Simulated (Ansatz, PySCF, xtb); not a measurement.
Stretching the Ge1–H4 bond in GeH4O2 (SMILES [OH][GeH2][OH]) (multiplicity 1 held, fragments rigid). Energies count from the point at 1.534 Å.
Geometry at that point (charge 0, multiplicity 1):
| atom | x (Å) | y (Å) | z (Å) |
|---|---|---|---|
| Ge | 0.3388 | -0.0657 | 0.0076 |
| O | -0.4294 | 1.4326 | 0.6050 |
| O | -0.9067 | -1.1736 | -0.6349 |
| H | 1.0267 | -0.6379 | 1.2533 |
| H | 1.2437 | 0.1980 | -1.2024 |
| H | -0.8834 | 1.9237 | -0.0877 |
| H | -1.5407 | -1.4539 | 0.0334 |

R- and RO- levels are restricted; in cc, def2 and unpolarised 6-31G sets they are followed outwards from rest. Curves can end on different states.

Rows in 3-21G carry no dispersion term and start afresh at each structure; the Pople sets are all-electron and without relativity.

Programs: Ansatz (a quantum-chemistry and plane-wave program); PySCF for 3-21G rows; xtb for the GFN methods. Each number belongs to the level named beside it. The GFN methods have no spin term and hold the electronic entropy of 300 K.

Question: One of these levels gives 182.97 kcal/mol for the energy at R = 4.908 Å. Which one is it?
A) R-HF/3-21G
B) GFN2-xTB
C) R-r2SCAN/cc-pVTZ

Answer: A, R-HF/3-21G. The others give 90.81 (GFN2-xTB), 121.92 (R-r2SCAN/cc-pVTZ)

Doubts at one or more of the structures used: a restricted determinant that unrestricted orbitals would lower (R-HF/3-21G, R-r2SCAN/cc-pVTZ).
